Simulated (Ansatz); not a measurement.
Mulliken charges of H₄NOSb (`[NH2][SbH][OH]`) from B3LYP/def2-TZVPP in Ansatz (PBE0-D4/def2-TZVP geometry).

```json
{"atom": "N1", "x (Å)": "-0.985", "y (Å)": "0.062", "z (Å)": "-0.752", "charge (e)": "-0.549"}
{"atom": "Sb2", "x (Å)": "-0.081", "y (Å)": "0.010", "z (Å)": "1.041", "charge (e)": "0.763"}
{"atom": "O3", "x (Å)": "1.651", "y (Å)": "-0.710", "z (Å)": "0.437", "charge (e)": "-0.532"}
{"atom": "H4", "x (Å)": "-1.967", "y (Å)": "-0.168", "z (Å)": "-0.765", "charge (e)": "0.134"}
{"atom": "H5", "x (Å)": "-0.785", "y (Å)": "0.824", "z (Å)": "-1.380", "charge (e)": "0.147"}
{"atom": "H6", "x (Å)": "0.591", "y (Å)": "1.585", "z (Å)": "0.954", "charge (e)": "-0.132"}
{"atom": "H7", "x (Å)": "1.637", "y (Å)": "-1.671", "z (Å)": "0.419", "charge (e)": "0.169"}
```

By hand: the dipole of these point charges (1 e Å = 4.8032 D).

Σ q r = (-0.580, -0.042, 0.614) e Å, of length 0.846 e Å = 4.06 D.

How does the dipole of the full density compare? (Estimate.)

Computed: (-0.456, -0.045, 0.100) e Å, 2.25 D; the point charges give 1.80 times that, at 34° from its direction.

Point charges leave out the atoms' own dipoles, such as those of lone pairs, and Mulliken's split depends on the basis, so the two needn't agree.

B3LYP here is the variant with VWN-RPA as its local correlation; programs differ in this.
